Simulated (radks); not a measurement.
The numbers below are computed, except where a source is named.
Species: Tc II. Configuration: [Kr] 4d4 5s2 (not the ground configuration).

Code: a radial shooting solver on a logarithmic mesh with Libxc functionals. Model: Dirac Kohn-Sham, PBE, spin-unpolarised, spherical densities, finite nucleus; open shells fill j = l - 1/2 first; Fermi nuclear charge, rms radius 4.4112 fm.

Energy parts (hartree):
| part | energy |
|---|---|
| total | -4285.80676 |
| kinetic | 4451.92600 |
| electron-nucleus | -10339.43325 |
| Hartree | 1729.78085 |
| exchange-correlation | -128.08036 |

Orbitals (lengths in bohr, moments of r in powers of bohr; r(90%) holds 90 % of the orbital's charge):
| orbital | occ. | eigenvalue (hartree) | <r^4> | <r> | r(90%) | <1/r> | small-component weight |
|---|---|---|---|---|---|---|---|
| 1s1/2 | 2 | -766.9218 | 6.520e-06 | 0.03428 | 0.0614 | 44.71 | 2.46e-02 |
| 2s1/2 | 2 | -109.7659 | 0.001196 | 0.1493 | 0.231 | 10.20 | 5.07e-03 |
| 2p1/2 | 2 | -101.2504 | 0.0007910 | 0.1271 | 0.208 | 10.18 | 5.08e-03 |
| 2p3/2 | 4 | -96.90484 | 0.0008906 | 0.1318 | 0.214 | 9.668 | 4.91e-03 |
| 3s1/2 | 2 | -19.47410 | 0.06033 | 0.4151 | 0.613 | 3.508 | 1.37e-03 |
| 3p1/2 | 2 | -16.20183 | 0.06187 | 0.4090 | 0.618 | 3.408 | 1.31e-03 |
| 3p3/2 | 4 | -15.47505 | 0.06823 | 0.4196 | 0.633 | 3.285 | 1.27e-03 |
| 3d3/2 | 4 | -9.68805 | 0.06889 | 0.3969 | 0.633 | 3.102 | 1.15e-03 |
| 3d5/2 | 6 | -9.54833 | 0.07110 | 0.4004 | 0.638 | 3.070 | 1.14e-03 |
| 4s1/2 | 2 | -3.10989 | 2.376 | 1.053 | 1.53 | 1.302 | 3.22e-04 |
| 4p1/2 | 2 | -2.14902 | 3.520 | 1.143 | 1.69 | 1.184 | 2.75e-04 |
| 4p3/2 | 4 | -2.03899 | 3.898 | 1.172 | 1.73 | 1.148 | 2.63e-04 |
| 4d3/2 | 4 | -0.62698 | 17.62 | 1.591 | 2.51 | 0.8400 | 1.51e-04 |
| 4d5/2 | 0 | -0.61519 | 18.38 | 1.607 | 2.54 | 0.8311 | 1.48e-04 |
| 5s1/2 | 2 | -0.46410 | 141.8 | 2.921 | 4.27 | 0.4404 | 4.83e-05 |

The highest occupied level is 5s1/2 at -12.629 eV. The configuration is held as typed, so some empty levels lie below it. The density falls to 0.001 e/bohr^3 at r = 4.40 bohr. The electron density at the nucleus is 1.002e+05 e/bohr^3. Summed over all electrons, <r^2> = 46.90 bohr^2, which gives a Langevin (diamagnetic) susceptibility term of -37.1 x 10^-6 cm^3/mol.
